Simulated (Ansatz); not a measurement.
Reaction (ligand exchange at a B–Cl bond): `ClB[SeH]` + NH₃ → `NB[SeH]` + HCl

Computed with Ansatz on PBE0-D4/def2-TZVP structures; ΔE is electronic, products minus reactants. CBS: MP2 limit from def2 TZ/QZ plus the TZ coupled-cluster correction, frozen cores. This one scheme is used for every species. Functionals use def2-TZVPP. HSE06 is defined as in plane-wave codes. For Se outer-core shells are correlated without core-valence functions, which leaves a few kJ/mol of doubt a bond. Scalar relativity is left out up to krypton. Each species was taken in one conformer, which may not be the lowest.

| level | ΔE (kcal/mol) |
| --- | --- |
| revPBE-D4 | -6.5 |
| PBE0-D4 | -7.5 |
| ωB97X-V | -8.0 |
| PBE-QIDH | -7.5 |
| HSE06 | -7.5 |
| CCSD/def2-SVP | -9.3 |
| MP2/def2-QZVPP | -6.8 |
| SCS-MP2/def2-QZVPP | -7.3 |

Q: What does CCSD(T)/CBS give? (An estimate is asked.)

A: Ansatz gave: -7.2 kcal/mol. The listed levels differ from it by 0.7, -0.3, -0.8, -0.3, -0.3, -2.1, 0.4, -0.1 kcal/mol.

Largest T1 diagnostic among the species: 0.012.

From BLYP to BHLYP (50 % exact exchange), in def2-TZVPP and without D4, ΔE moves by −1.4 kcal/mol. Leaving LDA and LC-ωPBE aside and taking each functional with its dispersion term where it has one, the values, not all of them listed here, spread over 3.0 kcal/mol, from CAM-B3LYP-D4 to B97M-V. LDA lies −2.4 kcal/mol from PBE without D4. At CCSD(T), def2-SVP lies −1.7 kcal/mol from the extrapolated value and def2-TZVPP −0.5 kcal/mol.
